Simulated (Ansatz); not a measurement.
[Ni(NH3)6]3+ (NiN₆H₁₈³⁺). Charge 3, multiplicity 2. Geometry PBE-D4/def2-SVP; atoms count from 1.

```tsv
atom	x (Å)	y (Å)	z (Å)
Ni1	-0.001	0.000	0.000
N2	-0.910	-1.743	-0.412
H3	-1.666	-1.975	0.259
H4	-0.286	-2.572	-0.399
H5	-1.355	-1.767	-1.349
N6	0.907	1.743	0.416
H7	1.380	1.753	1.339
H8	0.275	2.566	0.439
H9	1.639	1.995	-0.274
N10	-0.526	-0.278	2.190
H11	-0.476	-1.257	2.528
H12	-1.485	0.018	2.450
H13	0.074	0.239	2.859
N14	0.530	0.278	-2.190
H15	-0.039	-0.273	-2.859
H16	1.504	0.023	-2.437
H17	0.440	1.249	-2.541
N18	-1.736	0.966	-0.296
H19	-2.563	0.347	-0.390
H20	-1.739	1.543	-1.158
H21	-1.986	1.615	0.473
N22	1.735	-0.966	0.292
H23	2.564	-0.347	0.368
H24	1.975	-1.627	-0.471
H25	1.746	-1.531	1.162
```

**Question.** Estimate the Mulliken populations from the PBE0/def2-TZVP orbitals of Ansatz.

**Answer.** 
```
atom  charge (e)  spin (α − β)  d electrons
 Ni1        0.24          0.82         8.49
  N2       -0.47         -0.01            –
  H3        0.34          0.00            –
  H4        0.33          0.00            –
  H5        0.34          0.00            –
  N6       -0.47         -0.01            –
  H7        0.34          0.00            –
  H8        0.33          0.00            –
  H9        0.34          0.00            –
 N10       -0.65          0.13            –
 H11        0.32          0.00            –
 H12        0.32          0.00            –
 H13        0.32          0.00            –
 N14       -0.65          0.13            –
 H15        0.32          0.00            –
 H16        0.32          0.00            –
 H17        0.32          0.00            –
 N18       -0.48         -0.02            –
 H19        0.33          0.00            –
 H20        0.34          0.00            –
 H21        0.34          0.00            –
 N22       -0.48         -0.01            –
 H23        0.33          0.00            –
 H24        0.34          0.00            –
 H25        0.34          0.00            –
```
Mulliken values depend strongly on the basis.

**Question.** Where does the spin sit?

**Answer.** Summed by element: Ni 0.82, N 0.20, H -0.01, of 1 unpaired in all. Largest on single atoms: Ni1 0.82, N10 0.13, N14 0.13.

**Question.** And the Mayer bond orders between heavy atoms (over 0.3)?

**Answer.** Ni1–N2 0.68 (2.01 Å); Ni1–N6 0.68 (2.01 Å); Ni1–N10 0.48 (2.27 Å); Ni1–N14 0.48 (2.27 Å); Ni1–N18 0.68 (2.01 Å); Ni1–N22 0.68 (2.01 Å).
